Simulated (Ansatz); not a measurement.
Mulliken charges of C$_{2}$H$_{6}$InN, SMILES `C[C](=N)[InH2]` from ωB97M-V/def2-TZVPP in Ansatz (PBE0-D4/def2-TZVP geometry).

```csv
atom,x (Å),y (Å),z (Å),charge (e)
C1,1.283,-0.842,-0.016,-0.263
C2,-0.048,-0.182,0.027,-0.059
N3,-1.165,-0.766,0.207,-0.306
In4,-0.989,1.757,-0.128,0.454
H5,1.934,-0.425,0.759,0.108
H6,1.770,-0.643,-0.975,0.108
H7,1.203,-1.926,0.128,0.079
H8,-1.110,-1.785,0.330,0.092
H9,-1.296,2.597,1.341,-0.107
H10,-1.583,2.217,-1.674,-0.107
```

Task: By hand: the dipole of these point charges (1 e Å = 4.8032 D).

Result: Σ q r = (0.274, 0.317, -0.066) e Å, of length 0.424 e Å = 2.04 D.

Task: How does the dipole of the full density compare? (Estimate.)

Result: The calculation gave: (0.463, -0.194, -0.019) e Å, 2.41 D; the point charges give 0.85 times that, at 72° from its direction.

Point charges leave out the atoms' own dipoles, such as those of lone pairs, and Mulliken's split depends on the basis, so the two needn't agree.
